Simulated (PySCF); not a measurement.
Compound: C7H11N3.
Numbering: `[CH2:1]=[CH:2][c:3]1[cH:4][n:5][n:6]([CH2:7][CH2:8][CH3:9])[n:10]1` (hydrogens: H11, H12 on C1; H13 on C2; H14 on C4; H15, H16 on C7; H17, H18 on C8; H19, H20, H21 on C9)

All values: PBE0/pcSseg-1 (PySCF, non-relativistic), on one gas-phase PBE0-D3(BJ)/def2-SVP geometry that isn't relaxed in the solvent. The solvent is an IEF-PCM continuum (cavity from Bondi-type radii × 1.2). Only the electrostatic response of the medium enters.

Gas phase at PBE0/pcSseg-1: HOMO -6.71 eV, LUMO -0.79 eV, dipole 0.77 D.

What does the continuum do to the energy, the frontier levels and the dipole at PBE0/pcSseg-1 in benzene and acetonitrile?

```csv
solvent,ε,E(solvent) − E(gas) (kcal/mol),polarisation term (kcal/mol),distortion of the solute (kcal/mol),HOMO (eV),LUMO (eV),dipole (D)
benzene,2.271,-2.63,-2.76,0.13,-6.75,-0.85,0.81
acetonitrile,35.69,-5.86,-6.59,0.73,-6.84,-0.95,0.82
```

The polarisation term is half the interaction of the solute with the surface charges that it induces; the rest is the cost of distorting the solute's density. The sum is the electrostatic part of solvation alone. From benzene to acetonitrile the lowering changes by a factor 2.23, Onsager's factor (ε − 1)/(2ε + 1) by 2.09 and ε itself by 15.7.

Which ESP-fitted charges (PBE0/pcSseg-1) respond most in acetonitrile (means over atoms taken as equivalent)?

```csv
atoms,environment,gas (e),solvent (e),change
N10,pyridine-type nitrogen,-0.530,-0.586,-0.056
N5,pyridine-type nitrogen,-0.466,-0.520,-0.054
C2,alkene CH carbon,-0.320,-0.358,-0.038
N6,pyrrole-type nitrogen,+0.642,+0.671,+0.029
C3,substituted aromatic carbon,+0.343,+0.370,+0.027
H13,vinylic hydrogen,+0.166,+0.192,+0.026
C8,chain CH2 carbon,+0.305,+0.331,+0.026
H14,aromatic hydrogen,+0.167,+0.184,+0.017
H11,vinylic hydrogen,+0.152,+0.168,+0.016
C4,aromatic CH next to a ring nitrogen,-0.094,-0.081,+0.013
C9,methyl carbon,-0.399,-0.411,-0.012
C1,terminal =CH2 carbon,-0.260,-0.272,-0.012
```

How do the nuclear quadrupole coupling constants eQVzz/h respond in acetonitrile?

```tsv
nucleus	Q (barn)	gas (MHz)	solvent (MHz)	η gas	η solvent
14N at N5	0.02044	-5.02	-4.88	0.38	0.40
14N at N6	0.02044	-3.25	-3.12	0.58	0.68
14N at N10	0.02044	-4.81	-4.71	0.45	0.47
```

The values belong to the conformer `[CH2:1]=[CH:2][c:3]1[cH:4][n:5][n:6]([CH2:7][CH2:8][CH3:9])[n:10]1`: C1–C2–C3–C4 179°, N5–N6–C7–C8 -76°, N6–C7–C8–C9 -63°.
